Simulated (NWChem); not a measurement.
Species: C$_{4}$H$_{9}$O, doublet; SMILES CC[CH]CO

```xyz
14

C      0.3893     2.4324    -0.3483
C     -0.2167     1.2599     0.4117
C      0.2739    -0.0673    -0.0425
C     -0.4069    -1.3219     0.3539
O      0.1450    -2.4032    -0.3478
H      0.0137     3.3956     0.0286
H      1.4866     2.4409    -0.2516
H      0.1533     2.3730    -1.4219
H     -1.3206     1.2924     0.3368
H     -0.0104     1.3897     1.4973
H      1.2850    -0.1674    -0.4521
H     -1.5016    -1.2198     0.1727
H     -0.3088    -1.4649     1.4591
H     -0.2490    -3.2131    -0.0122
```
Atoms are numbered in this order, from 1.

Level: PBE0/def2-SVP, spin-unrestricted (NWChem), optimised geometry, unscaled harmonic frequencies. 

Question: List the harmonic frequencies with IR intensities, and the thermochemistry.

Answer: 
```csv
frequency (cm⁻¹),IR intensity (km/mol)
53,7.5
72,0.4
187,2.6
248,14.0
272,114.7
400,9.1
402,1.7
453,7.4
765,3.9
918,10.0
949,3.5
1039,2.5
1064,3.8
1103,34.4
1135,52.9
1159,11.1
1225,12.0
1242,23.7
1261,3.3
1291,47.4
1386,3.8
1407,1.2
1440,2.0
1462,1.2
1468,7.8
1476,6.0
1498,10.1
2885,72.4
2947,66.7
2960,38.1
3042,24.8
3056,24.9
3148,21.8
3155,19.2
3196,6.2
3904,39.1
```

```yaml
zero_point_energy: 76.7 kcal/mol
thermal correction to the enthalpy at 298.15 K (with zero-point energy): 81.8 kcal/mol
heat capacity Cv: 23.9 cal/(mol K)
"entropy at 298.15 K and 1 atm (symmetry number 1, electronic part: spin degeneracy alone)": 84.2 cal/(mol K)
dipole_moment: 1.68 D
```

Rigid rotor and harmonic oscillator; modes under 100 cm⁻¹ make the entropy uncertain.
